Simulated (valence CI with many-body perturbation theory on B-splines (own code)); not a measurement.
## Lu57+: fill in the table

Computed by configuration interaction combined with many-body perturbation theory (CI+MBPT): four valence electrons over a frozen Dirac-Fock core [Ne], a basis of 11 s, 11 p, 9 d, 7 f, 5 g, 2 h, 1 i functions for each j, with the one-electron correlation potential Σ1, the two-electron term Σ2, the three-electron term Σ3, Breit, model QED; selected CI, second order for the rest (own B-spline code, finite nucleus).

No measured spectrum was set against this ion. As an estimate, large intervals hold to a few tenths of a per cent, small ones and those within an open d or f shell to about a per cent.

```
                     Level  E (Ry)
        (3s^2 3p1/2^2) J=0   0.000
    (3s^2 3p1/2 3p3/2) J=1  20.877
    (3s^2 3p1/2 3p3/2) J=2       ?
    (3s 3p1/2^2 3p3/2) J=2  32.463
    (3s 3p1/2^2 3p3/2) J=1  34.423
    (3s^2 3p1/2 3d3/2) J=2  36.237
    (3s^2 3p1/2 3d3/2) J=1  39.240
    (3s^2 3p1/2 3d5/2) J=2       ?
    (3s^2 3p1/2 3d5/2) J=3  42.559
        (3s^2 3p3/2^2) J=2       ?
        (3s^2 3p3/2^2) J=0       ?
    (3s 3p1/2^2 3d3/2) J=1  48.107
    (3s 3p1/2^2 3d3/2) J=2  48.612
(3s 3p1/2 3p3/2^2) J=2 [a]       ?
    (3s 3p1/2^2 3d5/2) J=3       ?
    (3s 3p1/2 3p3/2^2) J=3  54.066
    (3s 3p1/2 3p3/2^2) J=0  54.892
    (3s 3p1/2^2 3d5/2) J=2  54.991
(3s 3p1/2 3p3/2^2) J=1 [a]  55.904
(3s 3p1/2 3p3/2^2) J=2 [b]  55.932
```

Levels are named by their leading jj configuration (3d3/2^4 stands for four electrons in 3d with j = 3/2), which in mixed levels can hold well under half, so a name can repeat and another be missing. Letters in brackets count levels of one name in rising energy.

(1) The levels stand in rising order. What does the calculation give for the missing energies?

Results:

(1) (3s^2 3p1/2 3p3/2) J=2 21.532; (3s^2 3p1/2 3d5/2) J=2 42.490; (3s^2 3p3/2^2) J=2 42.900; (3s^2 3p3/2^2) J=0 44.326; (3s 3p1/2 3p3/2^2) J=2 [a] 52.808; (3s 3p1/2^2 3d5/2) J=3 54.018.
